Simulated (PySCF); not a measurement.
Radial density of Cd (cadmium, neutral)

LDA, [Kr] 4d10 5s2, closed-shell 1S. All numbers are calculated (PySCF 2.14, scalar relativity through the core potential, in def2-TZVP with the def2 core potential (28 electrons)). This is the valence pseudo-density: the core potential removes the inner electrons and smooths the orbitals near the nucleus.

| r (bohr) | 4πr²ρ (e/bohr) |
| --- | --- |
| 0.0290 | 1.289e-05 |
| 0.0489 | 5.375e-05 |
| 0.0822 | 0.0003747 |
| 0.138 | 0.004355 |
| 0.232 | 0.06845 |
| 0.391 | 1.522 |
| 0.658 | 14.70 |
| 1.11 | 15.83 |
| 1.86 | 3.958 |
| 3.13 | 0.8985 |
| 5.26 | 0.07834 |
| 8.86 | 0.0009095 |

Energies and moments cover only the electrons outside the core potential.
